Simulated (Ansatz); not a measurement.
The inner images of a band of BFH5PSSn (10 atoms, charge 0, multiplicity 1) are given out of order.

Method: RKS LDA/def2-SVP (Ansatz).

Initial state:

```xyz
10
Properties=species:S:1:pos:R:3
F -2.388 -0.032 0.274
Sn -1.104 1.035 -0.768
B 0.740 -0.022 -0.094
P 0.331 -1.764 0.448
S 2.306 0.779 -0.227
H -1.376 2.645 -0.220
H -1.667 0.835 -2.382
H -0.971 -1.466 0.990
H 1.100 -1.874 1.658
H 3.113 -0.188 0.322
```

Final state:

```xyz
10
Properties=species:S:1:pos:R:3
F -2.751 0.701 0.995
Sn -1.380 1.004 -0.356
B 0.462 -0.061 0.345
P 0.708 -1.820 -0.244
S 1.368 0.772 1.606
H -1.276 2.722 -0.446
H -2.072 0.336 -1.787
H 2.143 -1.928 -0.274
H 0.500 -1.644 -1.654
H 2.382 -0.132 1.818
```

Problem. Put them in order from the first end to the last, with their energies above the first end.
A.
```xyz
10
Properties=species:S:1:pos:R:3
F -2.634 0.338 0.180
Sn -1.148 1.008 -0.895
B 0.612 0.006 0.049
P 0.457 -1.842 0.312
S 2.055 0.998 0.253
H -1.239 2.722 -0.745
H -1.550 0.505 -2.492
H -0.745 -1.819 1.102
H 1.398 -2.044 1.383
H 2.877 0.076 0.856
```
B.
```xyz
10
Properties=species:S:1:pos:R:3
F -2.675 0.698 -0.962
Sn -0.772 0.941 -1.312
B 0.254 0.027 0.459
P 0.127 -1.824 0.735
S 0.861 1.222 1.605
H -0.587 2.650 -1.450
H -0.547 0.159 -2.830
H 1.217 -2.036 1.653
H 0.815 -2.265 -0.448
H 1.389 0.377 2.553
```
C.
```xyz
10
Properties=species:S:1:pos:R:3
F -2.825 0.548 -0.513
Sn -1.056 1.010 -1.189
B 0.347 -0.028 0.220
P 0.142 -1.935 0.494
S 1.524 1.046 0.957
H -1.053 2.734 -1.192
H -1.060 0.386 -2.796
H 0.278 -1.805 1.929
H 1.567 -2.154 0.359
H 2.219 0.146 1.733
```
D.
```xyz
10
Properties=species:S:1:pos:R:3
F -2.739 0.557 -0.743
Sn -0.912 0.967 -1.287
B 0.309 0.003 0.330
P 0.040 -1.851 0.683
S 1.267 1.140 1.267
H -0.875 2.692 -1.327
H -0.810 0.309 -2.875
H 0.786 -1.903 1.920
H 1.183 -2.220 -0.119
H 1.833 0.254 2.155
```
E.
```xyz
10
Properties=species:S:1:pos:R:3
F -2.849 0.591 -0.170
Sn -1.151 1.006 -1.033
B 0.452 -0.021 0.154
P 0.411 -1.923 0.289
S 1.747 1.049 0.673
H -1.108 2.730 -1.062
H -1.340 0.365 -2.623
H -0.318 -1.891 1.532
H 1.695 -2.081 0.933
H 2.544 0.125 1.311
```

Solution. A (+0.08 eV), E (+0.27 eV), C (+0.44 eV), D (+0.30 eV), B (+0.15 eV).

Time of the run: 67 s on 2 threads of Arm Neoverse V1, on a shared host, peak memory 0.16 GiB.
